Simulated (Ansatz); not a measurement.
Gas-phase electronic energies from Ansatz, PBE0-D4/def2-TZVP geometries. CCSD(T)/CBS adds triple-zeta CCSD(T) − MP2 to the extrapolated MP2 energy (def2 sets, frozen cores). This one scheme is used for every species. DFT in def2-TZVPP. B3LYP here is the variant with VWN-RPA as its local correlation; programs differ in this. For Ge outer-core shells are correlated without core-valence functions, which leaves a few kJ/mol of doubt a bond. Scalar relativity is left out up to krypton. Each species was taken in one conformer, which may not be the lowest.

Consider the cleavage of the Ge–B bond: `N[BH][GeH3]` + `CO[SiH2]N` → `CO[SiH2][NH][GeH3]` + `BN`.

CCSD(T)/CBS gives -2.5 kcal/mol.

Problem. Another level gave -3.4 kcal/mol. Which?
A. HF/def2-TZVPP
B. PBE0/def2-TZVPP
C. CCSD(T)/def2-TZVPP
D. B3LYP/def2-TZVPP

Solution. C. CCSD(T)/def2-TZVPP -3.4, PBE0 -0.3, B3LYP -1.8, HF/def2-TZVPP -6.5 kcal/mol.

Largest T1 diagnostic among the species: 0.013.

The D4 term adds −1.0 kcal/mol with B3LYP and −0.6 kcal/mol with PBE0; it sums over pairs of atoms, weighted by their polarisabilities, and B3LYP, whose exchange is more repulsive, gets the larger term. In def2-TZVPP, CCSD(T) changes the Hartree–Fock value by +3.1 kcal/mol (the triples alone add +0.2 kcal/mol) and MP2 by +2.2 kcal/mol.
